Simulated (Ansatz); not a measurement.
Reaction (atomization): `[F][In-]([F])([F])[OH+][SiH3]` → 3 F• + 4 H• + In• + O• + Si•

Gas-phase electronic energies from Ansatz, PBE0-D4/def2-TZVP geometries. CCSD(T)/CBS is the MP2 limit (def2-TZVPP, def2-QZVPP) plus CCSD(T) − MP2 in def2-TZVPP, frozen cores. This one scheme is used for every species, atoms too. For atomizations the MP2-based limit and the directly extrapolated one differ by several kJ/mol either way, and by 10 to 25 for some Ge, Se and Sn compounds, so smaller differences from it don't rank the levels. DFT in def2-TZVPP. Open shells (•) are unrestricted, without spin–orbit coupling. Spin–orbit coupling would lower the free atoms: a little for F, O, Si; strongly for In. def2 core potentials past Kr. Bonds to In are less sure, by a few kJ/mol each and by 10 to 20 or more in all where they break to atoms, as the def2 sets lack core-valence functions. Each species was taken in one conformer, which may not be the lowest.

Problem. What is ΔE at CCSD(T)/CBS? (An estimate is asked.)

Solution. The calculation gave: +3298.0 kJ/mol.

Problem. What do these levels give: PBE-D4, CAM-B3LYP-D4, r2SCAN, r2SCANh, MP2/def2-QZVPP, MP2/CBS(def2)? (An estimate is asked.)

Solution. Ansatz gave: PBE-D4 3260.8, CAM-B3LYP-D4 3260.0, r2SCAN 3243.0, r2SCANh 3202.5, MP2/def2-QZVPP 3343.9, MP2/CBS(def2) 3391.0 kJ/mol.

Largest T1 diagnostic among the species: 0.015.

From r2SCAN to r2SCAN0 (25 % exact exchange), in def2-TZVPP and without D4, ΔE moves by −97.3 kJ/mol: exact exchange takes away binding that semilocal exchange gives to molecules. At CCSD(T), def2-SVP lies −267.2 kJ/mol from the extrapolated value and def2-TZVPP −123.5 kJ/mol: correlation converges slowly with the basis, and small sets miss more of it in the bonded molecule than in its fragments.
